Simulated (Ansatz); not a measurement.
C$_{2}$H$_{9}$AlClGeN (SMILES C[N](C)[Al]([Cl])[GeH3]), singlet, at a GFN2-xTB geometry (such geometries of metal compounds can be far from the true shape); Ansatz (an electronic-structure program) with HF/def2-TZVPP.

Ansatz was given this input:
Ansatz 0.2 input:
```yaml
crystal:
  periodic: [false, false, false]
  atoms:
    - {symbol: Al, position_ang: [0.18237092, 0.06706491, -0.51649060]}
    - {symbol: Cl, position_ang: [1.53098629, -0.26986259, -1.98482023]}
    - {symbol: Ge, position_ang: [0.46912649, -0.89381170, 1.68149197]}
    - {symbol: H, position_ang: [-0.59613425, -1.83627324, 2.18769717]}
    - {symbol: H, position_ang: [1.71050948, -1.73782085, 1.83696153]}
    - {symbol: H, position_ang: [0.60074983, 0.04701665, 2.85485262]}
    - {symbol: N, position_ang: [-1.28285172, 1.08111549, -0.75039344]}
    - {symbol: C, position_ang: [-1.66808310, 1.75982383, -1.97518634]}
    - {symbol: C, position_ang: [-2.23346898, 1.30500488, 0.32301462]}
    - {symbol: H, position_ang: [-2.64327617, 1.40902979, -2.33208987]}
    - {symbol: H, position_ang: [-1.73158132, 2.84357614, -1.82390183]}
    - {symbol: H, position_ang: [-0.92125504, 1.55734036, -2.74342043]}
    - {symbol: H, position_ang: [-2.31761432, 2.37091798, 0.56333140]}
    - {symbol: H, position_ang: [-3.22979007, 0.93561493, 0.05487530]}
    - {symbol: H, position_ang: [-1.89197000, 0.77161230, 1.21605711]}
basis:
  gaussian:
    orbitals: def2-TZVPP
hamiltonian:
  xc: hf
```

### Question
Predict the main parts of the log of this Ansatz run.

### Answer

```
Functional definition: HF
2336 factors; their error is unknown
mean field evaluation 1: about -79244.0422 eV, gradient 3.9e1 eV
mean field evaluation 2: about -79247.2038 eV, gradient 2.3e1 eV
mean field evaluation 4: about -79248.3801 eV, gradient 1.2e0 eV
mean field evaluation 8: about -79249.7388 eV, gradient 6.9e-1 eV
mean field -79249.73929038 eV, -2912.3742015190 hartree, gradient 4.3e-5 eV, S^2 0.000000; 0 other end points of the search recorded, 0 dependent functions left out
reference -79249.73929038 eV, -2912.3742015190 hartree; 45, 45 occupied and 306, 306 virtual orbitals, 2336 factors
Total energy: -79249.73929038 eV, -2912.3742015190 hartree
```
